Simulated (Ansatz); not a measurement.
Reaction (formal exchange of groups at the Al–Ge bond): `[F][GeH2][AlH2]` + `BCO[SiH3]` → `BCO[SiH2][AlH2]` + `[F][GeH3]`

Isolated molecules relaxed with PBE0-D4/def2-TZVP in Ansatz; ΔE leaves out vibrations. CCSD(T)/CBS is the MP2 limit (def2-TZVPP, def2-QZVPP) plus CCSD(T) − MP2 in def2-TZVPP, frozen cores. DFT in def2-TZVPP. For Ge outer-core shells are correlated without core-valence functions, which leaves a few kJ/mol of doubt a bond. Scalar relativity is left out up to krypton. Each species was taken in one conformer, which may not be the lowest.

| level | ΔE (kJ/mol) |
| --- | --- |
| PBE-D4 | 27.8 |
| B2PLYP | 37.8 |
| PBE0 | 31.5 |
| MP2/def2-TZVPP | 35.6 |
| SCS-MP2/def2-TZVPP | 36.5 |
| CCSD(T)/def2-TZVPP | 32.7 |
| MP2/def2-QZVPP | 36.5 |
| MP2/CBS(def2) | 37.3 |

What does CCSD(T)/CBS give? (An estimate is asked.)

Ansatz gave: +34.4 kJ/mol. The listed levels differ from it by -6.6, 3.4, -2.9, 1.2, 2.1, -1.7, 2.1, 2.9 kJ/mol.

Largest T1 diagnostic among the species: 0.012.

In def2-TZVPP, CCSD(T) changes the Hartree–Fock value by −8.4 kJ/mol (the triples alone add −1.7 kJ/mol) and MP2 by −5.5 kJ/mol. The D4 term adds −4.4 kJ/mol with B3LYP and −2.6 kJ/mol with PBE0; it sums over pairs of atoms, weighted by their polarisabilities, and B3LYP, whose exchange is more repulsive, gets the larger term.

B3LYP here is the variant with VWN-RPA as its local correlation; programs differ in this.
